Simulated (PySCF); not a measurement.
# Shifts of the heteroatoms

Atom-mapped SMILES (the numbers label the heavy atoms): `[CH3:1][O:2][C:3](=[O:4])[c:5]1[p:6][cH:7][p:8][c:9]([F:10])[p:11]1`. Hydrogens are named by the atom that carries them.

Computational details: NMR shieldings at PBE0/pcSseg-1/GIAO, geometry: GFN2-xTB, in PySCF 2.14.0 with density-fitted response routines (rapidly exchanging positions averaged, gas phase, one computed conformer, no relativistic terms).

**Question.** Where does ¹⁹F resonate?

**Answer.** 
```tsv
atoms	environment	σ (ppm)	δ (ppm)
F10	aryl fluorine	213.0	-46.1
```

Shieldings were converted by a linear fit to measured shifts: ¹⁹F: δ = 146.13 − 0.903σ +14.6 on sp3 carbon (rms 6.0 ppm, 223 shifts, 7.0 ppm with the 5 outliers that the fit left out vs CFCl3, solution or neat liquid). Occasional misses reach two or three times the rms, and more in compound classes unlike the fitted ones.

On a 600 MHz spectrometer ¹⁹F resonates near 564.6 MHz, so 1 ppm is 564.6 Hz.

**Question.** Where does ³¹P resonate?

**Answer.** 
| atoms | environment | σ (ppm) | δ (ppm) |
| --- | --- | --- | --- |
| P6 | phosphorus bonded to 2 C, in a 6-membered ring | 31.7 | 243.8 |
| P11 | phosphorus bonded to 2 C, in a 6-membered ring | 71.5 | 210.9 |
| P8 | phosphorus bonded to 2 C, in a 6-membered ring | 79.8 | 204.0 |

Shieldings were converted by a linear fit to measured shifts: ³¹P: δ = 270.09 − 0.828σ (rms 18.1 ppm, 64 shifts vs H3PO4, solution or neat liquid). Occasional misses reach two or three times the rms, and more in compound classes unlike the fitted ones.

On a 400 MHz spectrometer ³¹P resonates near 161.9 MHz, so 1 ppm is 161.9 Hz.

**Question.** Predict the ¹⁷O NMR data.

**Answer.** 
```tsv
atoms	environment	σ (ppm)	δ (ppm)
O4	ester carbonyl oxygen	-72.7	332.9
O2	ester alkoxy oxygen	160.1	120.8
```

Shieldings were converted by a linear fit to measured shifts: ¹⁷O: δ = 266.70 − 0.911σ (rms 10.7 ppm, 155 shifts, 12.2 ppm with the 3 outliers that the fit left out vs liquid water, solution or neat liquid). A few per cent of atoms miss by over 2 rms, more outside the fitted compound classes.

On a 500 MHz spectrometer ¹⁷O resonates near 67.8 MHz, so 1 ppm is 67.8 Hz.
